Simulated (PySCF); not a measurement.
Compound: C6H8S2.
SMILES: `C#C[C@H]1CCSSC1`

Computed with PySCF at CAM-B3LYP/def2-SVPD, non-relativistic, on one gas-phase PBE0-D3(BJ)/def2-SVP geometry that isn't relaxed in the solvent. The solvent is an IEF-PCM continuum (van der Waals radii × 1.2), and excitations are vertical TDDFT with non-equilibrium linear response and a frozen core. The model holds no explicit solvent molecules, cavitation or dispersion.

Gas-phase singlets (H = HOMO, L = LUMO):

```json
{"state": "S1", "E (eV)": "4.213", "λ (nm)": "294", "f": "0.006", "leading configurations": "H→L 91%"}
{"state": "S2", "E (eV)": "5.199", "λ (nm)": "238", "f": "0.001", "leading configurations": "H-1→L 74%"}
{"state": "S3", "E (eV)": "5.744", "λ (nm)": "216", "f": "0.000", "leading configurations": "H→L+2 43%, H→L+1 31%, H-1→L 13%"}
{"state": "S4", "E (eV)": "6.302", "λ (nm)": "197", "f": "0.010", "leading configurations": "H→L+3 50%, H-1→L+2 9%, H-1→L+1 8%"}
{"state": "S5", "E (eV)": "6.370", "λ (nm)": "195", "f": "0.020", "leading configurations": "H→L+1 41%, H→L+2 37%, H→L+5 9%"}
```

Task: What are the lowest 5 singlets in tetrahydrofuran (ε = 7.426)?

Result: 
```
state  E (eV)  λ (nm)      f  leading configurations  change by rank (eV)
   S1   4.248     292  0.008                 H→L 92%               +0.035
   S2   5.231     237  0.001    H-1→L 73%, H→L+1 11%               +0.032
   S3   5.742     216  0.002    H→L+1 74%, H-1→L 13%               -0.002
   S4   6.317     196  0.013  H→L+3 50%, H-1→L+1 19%               +0.015
   S5   6.448     192  0.030     H→L+2 69%, H→L+3 9%               +0.078
```

Task: How does the list change in acetonitrile (ε = 35.69)?

Result: 
```json
{"state": "S1", "E (eV)": "4.263", "λ (nm)": "291", "f": "0.008", "leading configurations": "H→L 92%", "change by rank (eV)": "+0.050"}
{"state": "S2", "E (eV)": "5.244", "λ (nm)": "236", "f": "0.001", "leading configurations": "H-1→L 73%, H→L+1 10%", "change by rank (eV)": "+0.045"}
{"state": "S3", "E (eV)": "5.740", "λ (nm)": "216", "f": "0.002", "leading configurations": "H→L+1 75%, H-1→L 13%", "change by rank (eV)": "-0.004"}
{"state": "S4", "E (eV)": "6.320", "λ (nm)": "196", "f": "0.013", "leading configurations": "H→L+3 49%, H-1→L+1 19%", "change by rank (eV)": "+0.018"}
{"state": "S5", "E (eV)": "6.470", "λ (nm)": "192", "f": "0.029", "leading configurations": "H→L+2 64%, H→L+3 11%, H→L+4 9%", "change by rank (eV)": "+0.100"}
```

Task: The ground-state energy changes by -0.251 eV from gas to acetonitrile. By how much does the total energy of gas-phase S1 change?

Result: E(S1) = E(S0) + excitation energy, so it changes by -0.251 + 0.050 = -0.201 eV: it is lowered less than the ground state, which is what a blue shift means. This is the vertical state, with the slow part of the continuum still set for S0.

Task: How do the frontier levels move from gas to acetonitrile?

Result: 
```tsv
orbital	gas (eV)	solvent (eV)	change (eV)
LUMO+2	1.29	1.32	+0.03
LUMO+1	1.11	1.15	+0.04
LUMO	0.24	0.27	+0.03
HOMO	-7.78	-7.83	-0.05
HOMO-1	-8.77	-8.78	-0.01
HOMO-2	-9.40	-9.35	+0.05
HOMO-3	-9.51	-9.48	+0.03
```

The HOMO–LUMO gap goes from 8.02 to 8.10 eV. Rows go by rank; for LUMO+1 and LUMO+2 the atom shares or the degeneracy differ between the runs, so the row needn't follow one orbital.
